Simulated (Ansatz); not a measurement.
Reaction (formal exchange of groups at the Si–C bond): `C=C=C[SiH2]C` + `[NH2][AlH][AlH2]` → `C[SiH2][AlH][AlH2]` + `C=C=CN`

Program: Ansatz. Geometries: PBE0-D4/def2-TZVP. ΔE: electronic, gas phase. CCSD(T)/CBS is the MP2 limit (def2-TZVPP, def2-QZVPP) plus CCSD(T) − MP2 in def2-TZVPP, frozen cores. Functionals use def2-TZVPP. B3LYP here is the variant with VWN-RPA as its local correlation; programs differ in this. Each species was taken in one conformer, which may not be the lowest.

`C=C=C[SiH2]C`:

```xyz
13

C     0.240   -2.248    0.976
C    -0.156   -1.022    1.157
C    -0.536    0.214    1.290
Si   -0.343    1.445   -0.099
C     0.415    0.639   -1.599
H    -0.435   -3.004    0.588
H     1.252   -2.552    1.223
H    -0.975    0.526    2.237
H     0.504    2.576    0.378
H    -1.683    2.012   -0.423
H     0.527    1.364   -2.408
H     1.401    0.232   -1.364
H    -0.211   -0.181   -1.956
```

`[NH2][AlH][AlH2]`:

```xyz
8

N     1.584    0.009   -0.867
Al   -0.156    0.346   -0.820
Al   -1.398   -0.244    1.382
H     2.114   -0.383   -0.105
H     2.188    0.184   -1.655
H    -0.755    0.976   -2.155
H    -2.978   -0.111    1.561
H    -0.599   -0.778    2.658
```

`C[SiH2][AlH][AlH2]`:

```xyz
12

C    -1.310   -0.264    1.505
Si    0.484    0.312    1.456
Al    1.461    0.393   -0.808
Al    0.148   -0.267   -2.938
H    -1.948    0.401    0.919
H    -1.689   -0.280    2.529
H    -1.406   -1.272    1.093
H     1.307   -0.594    2.316
H     0.575    1.667    2.083
H     2.979    0.883   -0.912
H     0.128   -1.766   -3.489
H    -0.729    0.789   -3.753
```

`C=C=CN`:

Cartesian coordinates in Å:
```
C 0.538 -0.438 1.747
C 0.038 -0.336 0.549
C -0.507 -0.225 -0.634
N -0.407 0.870 -1.499
H 1.490 -0.930 1.929
H 0.023 -0.037 2.617
H -1.162 -1.019 -0.984
H -0.350 0.606 -2.471
H 0.336 1.508 -1.256
```

| level | ΔE (kcal/mol) | difference from CCSD(T)/CBS |
| --- | --- | --- |
| B3LYP-D4 | 41.0 | -1.9 |
| ωB97M-V | 43.2 | 0.3 |
| PBE0 | 36.5 | -6.4 |
| B3LYP | 40.0 | -2.9 |
| MP2/def2-TZVPP | 45.8 | 2.9 |
| SCS-MP2/def2-TZVPP | 44.9 | 2.0 |
| CCSD/def2-TZVPP | 42.2 | -0.7 |
| HF/def2-QZVPP | 43.5 | 0.6 |
| MP2/CBS(def2) | 46.6 | 3.7 |
| CCSD/CBS(def2) | 43.1 | 0.2 |
| CCSD(T)/CBS | 42.9 | 0 |

Largest T1 diagnostic among the species: 0.012.

The D4 term adds +1.0 kcal/mol with B3LYP and +0.5 kcal/mol with PBE0; it sums over pairs of atoms, weighted by their polarisabilities, and B3LYP, whose exchange is more repulsive, gets the larger term. From PBE to PBE0 (25 % exact exchange), in def2-TZVPP and without D4, ΔE moves by +1.6 kcal/mol.
